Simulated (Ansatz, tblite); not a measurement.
Cost and result up the ladder for [CrO3Cl]- (CrClO3⁻) (5 atoms). The state is a singlet with charge -1. Geometry: PBE0-D4/def2-SVPD.

Cartesian coordinates in Å:
```
Cr -0.137 -0.001 0.090
O -0.059 1.211 1.092
O -1.352 0.152 -0.901
O -0.193 -1.376 0.856
Cl 1.741 0.013 -1.136
```

Ansatz on 4 threads of Arm Neoverse V1 on a shared host; xTB runs through tblite on one thread. Times are rough, summed over both states, and most runs start from the orbitals of an earlier one. No level here is sound enough to serve as a yardstick. The other state is a triplet.

The xTB rows come from tblite. HOMO above LUMO, or a gap near zero within one spin, warns that the state may not be the lowest or that an electron is smeared out.

xTB has no spin-polarisation term.

| level | functions | vertical triplet (eV) | remarks |
| --- | --- | --- | --- |
| GFN1-xTB | 30 | 3.57 | – |
| PBE-D4/def2-TZVPD (with forces) | 214 | 3.10 | HOMO above zero (triplet), gap within one spin near zero (triplet) |
| GFN2-xTB | 30 | 3.84 | – |
| r2SCAN-D4/def2-TZVPD | 214 | 2.91 | HOMO above zero (triplet), restricted SCF unstable in HF (singlet) |

**Question.** Estimate how long each takes.

**Answer.** GFN1-xTB 0.01 s; GFN2-xTB 0.011 s; PBE-D4/def2-TZVPD (with forces) 16 s; r2SCAN-D4/def2-TZVPD 33 s. On shared hardware such times vary by a factor of up to 3.
